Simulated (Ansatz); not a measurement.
```xyz
12

O     1.9703    0.0118   -0.0204
H     1.4112    0.6796    0.3928
H     2.6793    0.4783   -0.4333
O    -0.0289    1.9774   -0.0016
H    -0.6923    1.4175   -0.4157
H    -0.4704    2.6683    0.4456
O    -1.9402    0.0135    0.0328
H    -1.4262   -0.7032    0.4463
H    -2.6858   -0.4554   -0.4650
O     0.0055   -1.9530   -0.0025
H     0.7065   -1.4556   -0.4063
H     0.4709   -2.6791    0.4272
```

Basis set: cc-pVDZ (spherical functions). Correlated methods keep 4 orbitals frozen. Charge 0, multiplicity 1.

Computed with Ansatz (development build ahead of 0.2.0); each method stands on the lowest determinant of its kind that the runs found. Restricted open shells among the atoms or ions are ROHF, correlated in semicanonical orbitals with singles.

The atomization energy at this shape (free ground-state atoms in the same class of orbitals less the molecule, no zero-point energy) of singlet H₈O₄:

```tsv
method	atomization energy
RHF	624.84 kcal/mol
```

(1) What does RHF-MP2 give?

Answers

(1) 870.78 kcal/mol.
